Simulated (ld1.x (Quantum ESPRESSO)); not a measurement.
Values are calculated unless marked as measured or tabulated.
# Potentials for boron compared

Generated with ld1.x 7.5 (TM, RRKJ, ultrasoft, PAW), atompaw 4.2 or ONCVPSP 4.0.1. The cutoff is in Ry: for ld1.x and atompaw files where the sum of valence levels is converged to 10 mRy in a Bessel basis, for ONCV files where the hardest occupied wave has 1 mHa per electron of residual kinetic energy. The error is the largest all-electron minus pseudo excitation energy over each file’s own four to seven test configurations (ionisations up to +4, promotions, holes and added fractions of an electron), all of which were solved. The labels leave out finer settings (local radius, basis sizes, second energies), which also bear on the numbers. Spin-polarised tests are not counted. The rows are a selection from randomly drawn settings: files with unsolved tests, undetermined cutoffs or missed reference levels are left out.

| potential | cutoff (Ry) | largest error (meV) | bound ghosts |
| --- | --- | --- | --- |
| PAW, PBE, scalar-relativistic, rc 1.20/2.40 (sp), local smoothed, core correction yes, reference 2s1.75 2p1.25 | 18 | -4.4 | none |
| TM, PW91, scalar-relativistic, rc 1.55/2.35/2.20 (spd), local s, core correction no, reference 2s2 2p1 | 18 | +150 | none |
| TM, PW91, non-relativistic, rc 1.40/3.20 (sp), local p, core correction yes, reference 2s2 2p1 | 21 | +309 | none |
| TM semilocal, PW91, non-relativistic, rc 1.70/1.85/1.55 (spd), local p, core correction no, reference 2s2 2p1 | 21 | +103 | none |
| TM, LDA (PZ), non-relativistic, rc 1.35/2.35/2.00 (spd), local smoothed, core correction no, reference 2s2 2p1 | 21 | +176 | none |

Problem. Fill in the row for B: ultrasoft, PBEsol, scalar-relativistic, rc 1.25/2.30 (sp), local smoothed, core correction yes, reference 2s2 2p0.

Solution. cutoff 18 Ry, largest error +34 meV, bound ghosts: none.
